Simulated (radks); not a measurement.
Q: The mean radii <r> (bohr) of the occupied orbitals of an atom or ion are listed with their occupations. Method: scalar-relativistic Kohn-Sham, BLYP, spin-unpolarised, spherical densities, point nucleus; computed with a radial shooting solver on a logarithmic mesh with Libxc functionals.

orbital  occ.      <r>
1s          2  0.02558
2s          2   0.1097
2p          6  0.09618
3s          2   0.2920
3p          6   0.2900
3d         10   0.2666
4s          2   0.6739
4p          6   0.7156
4d         10   0.8006
5s          2    1.635
5p          6    1.912
6p          2    5.997

Name the element and its charge.

A: Z = 56, barium, charge 0: Ba in [Xe] 6p2. The 1s radius gives Z: for a bare nucleus <r> = (2 gamma + 1)/(2Z) with gamma = sqrt(1 - (Z/c)^2), 0.02523 bohr for Z = 56, and screening makes it slightly larger (0.02558 here). The occupations add up to 56, and the charge is Z minus that.
